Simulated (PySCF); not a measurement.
In(All)2(H), SMILES C=C[CH2][InH][CH2]C=C (C6H11In) at its GFN2-xTB optimised geometry (Å):

```
18

In    -0.7304     1.4732     0.0000
C      1.5731     1.4732     0.0000
C      2.0247     0.0830    -0.0156
C      2.3478    -0.5934    -1.1145
H      1.8713     2.0156     0.8975
H      1.8634     2.0272    -0.8938
H      2.0695    -0.4168     0.9466
H      2.3251    -0.1273    -2.0886
H      2.6759    -1.6178    -1.0760
C     -2.0519    -0.4136     0.0020
C     -1.1722    -1.5811     0.0033
C     -0.7902    -2.2372     1.0956
H     -2.6759    -0.3420    -0.8890
H     -2.6633    -0.3380     0.9023
H     -0.7999    -1.9012    -0.9646
H     -1.1471    -1.9542     2.0749
H     -0.1398    -3.0934     1.0464
H     -1.5743     3.0934     0.0000
```

Computed with PySCF with PBE0/def2-SVP, def2 effective core potentials past Kr. The core electrons that the potentials of In replace are not part of the density. Cells within 0.4 Å of a nucleus heavier than hydrogen are left out (blank, or x).

Map of the HOMO−1 amplitude (bohr^(-3/2)) on the plane z = 1.2 Å; orbital energy -6.39 eV, overall sign arbitrary:

```
|555555555555555555555555555|
|555555555555555555555555555|
|555555555555555555555555555|
|555555555445555555555555555|
|555555544444555555555555555|
|555555544444455555555555555|
|555555544444455555555555555|
|555555544444555555455555555|
|555555554445556554445555555|
|555555555555666654445555555|
|555555555566666655555555555|
|555555555666666655555555555|
|555555555666666555555555555|
|555555555666555555555555555|
|555555445555555555555555555|
|555555445554444455555555555|
|555555555543334455555555555|
|555555555652123445555555555|
|55555555678x023455555555555|
|55555556689x334455555555555|
|555555566787544555555555555|
|555555556666555555555555555|
|555555555665555555555555555|
|555555555555555555555555555|
|555555555555555555555555555|
|555555555555555555555555555|
|555555555555555555555555555|
```
Scale: ten equal steps from -0.140 (start of '0') to 0.117 (end of '9'), in the order '0123456789'; x runs from -5.50 to 5.50, y from -5.50 (bottom) to 5.50 (top).
